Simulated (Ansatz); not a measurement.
`[OH][GeH]([SiH3])[SiH3]` → `[OH][GeH]` + `[SiH3][SiH3]` at 600 K and 1 bar (germylene formation by 1,1-elimination).

Calculated with Ansatz (gas phase, PBE0-D4/def2-TZVP geometries, no zero-point term in ΔE). CCSD(T)/CBS adds triple-zeta CCSD(T) − MP2 to the extrapolated MP2 energy (def2 sets, frozen cores). For Ge outer-core shells are correlated without core-valence functions, which leaves a few kJ/mol of doubt a bond. Scalar relativity is left out up to krypton. One conformer a species, not always the lowest.

```tsv
species	CCSD(T)/CBS energy (Eh)	H − E (kJ/mol)	S (J/(mol·K))
`[OH][GeH]([SiH3])[SiH3]`	-2734.26948	265.6	519.3
`[OH][GeH]`	-2152.47759	79.9	292.6
`[SiH3][SiH3]`	-581.74359	174.5	343.9
```

H − E and S are ideal-gas, rigid-rotor, harmonic terms from PBE0-D4/def2-TZVP, for one conformer and one mirror image of each species. 1 Eh = 2625.50 kJ/mol, R = 8.31446 J/(mol·K).

**Question.** By hand: ΔE, ΔH, ΔS and ΔG.

**Answer.** ΔE = (-2152.47759) + (-581.74359) − (-2734.26948) = 0.04830 Eh = 126.8 kJ/mol. Δ(H − E) = 79.9 + 174.5 − 265.6 = -11.2, so ΔH = 115.6 kJ/mol. ΔS = 292.6 + 343.9 − 519.3 = 117.2 J/(mol·K). ΔG = 115.6 − 600 × (117.2)/1000 = 45.3 kJ/mol.

**Question.** By hand: the equilibrium constant, and the temperature at which ΔG would vanish if ΔH and ΔS stayed fixed.

**Answer.** log₁₀ K = −ΔG/(RT ln 10) = -3.9. ΔG = 0 at ΔH/ΔS = 986 K.

The number of gas molecules changes by +1, which sets the sign of ΔS. A doubt of 5 kJ/mol in ΔE shifts log₁₀ K by 0.4 here. Other conformers and mirror images would add mixing entropy, several J/(mol·K) or more a flexible species. These are equilibria of isolated gas molecules and say nothing of rates. Largest T1 diagnostic: 0.016 (customary marks: 0.02 for closed shells, 0.045 for open ones).
